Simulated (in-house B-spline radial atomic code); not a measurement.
## Ionising the indium ion In⁷⁺ with different functionals

Computed with a B-spline radial code for spherical atoms: scalar-relativistic (spin-free X2C) Hamiltonian, Fermi nucleus of rms radius 4.6156 fm, spin-polarised at highest spin, spherical fractional occupations for the functionals, and exact exchange of hybrids averaged over the configuration. The ionisation energy is the difference of two self-consistent energies, [Kr] 4d6 → [Kr] 4d5, without Breit or QED terms; ε is the level of the shell that loses the electron (its least bound occupied spin orbital). There is no spin-orbit coupling in this Hamiltonian.

```json
{"method": "PBE0", "rung": "global hybrid", "ΔSCF (eV)": "130.73", "-ε(4d) (eV)": "123.50"}
{"method": "B3LYP", "rung": "global hybrid", "ΔSCF (eV)": "?", "-ε(4d) (eV)": "?"}
{"method": "TPSSh", "rung": "global hybrid", "ΔSCF (eV)": "130.57", "-ε(4d) (eV)": "121.67"}
{"method": "BHandHLYP", "rung": "global hybrid", "ΔSCF (eV)": "130.57", "-ε(4d) (eV)": "126.08"}
{"method": "r2SCAN0", "rung": "global hybrid", "ΔSCF (eV)": "130.08", "-ε(4d) (eV)": "123.05"}
{"method": "B97-1", "rung": "global hybrid", "ΔSCF (eV)": "?", "-ε(4d) (eV)": "?"}
{"method": "HSE06", "rung": "range-separated hybrid", "ΔSCF (eV)": "130.67", "-ε(4d) (eV)": "123.02"}
{"method": "wB97X", "rung": "range-separated hybrid", "ΔSCF (eV)": "130.72", "-ε(4d) (eV)": "126.06"}
{"method": "CAM-B3LYP", "rung": "range-separated hybrid", "ΔSCF (eV)": "130.85", "-ε(4d) (eV)": "125.03"}
{"method": "LC-wPBE", "rung": "range-separated hybrid", "ΔSCF (eV)": "130.83", "-ε(4d) (eV)": "126.24"}
```

(1) What does B3LYP give?

(2) What does B97-1 give?

(3) Among the functionals, which spreads more, the ΔSCF values or the orbital energies?

(4) How do they compare with the NIST value?

Results:

(1) ΔSCF 130.90 eV, and -ε(4d) = 123.04 eV.

(2) ΔSCF 131.01 eV, and -ε(4d) = 123.25 eV.

(3) The orbital energies: ΔSCF values span about 0.92 eV and the orbital energies 4.57 eV; here energy differences depend much less on the functional than eigenvalues do.

(4) NIST lists 130 eV ± 2.1 (tabulated theory, ground level to ground level). Errors run from -0.02 to +0.91 eV; all lie within about twice that uncertainty, so the table can't rank the methods.
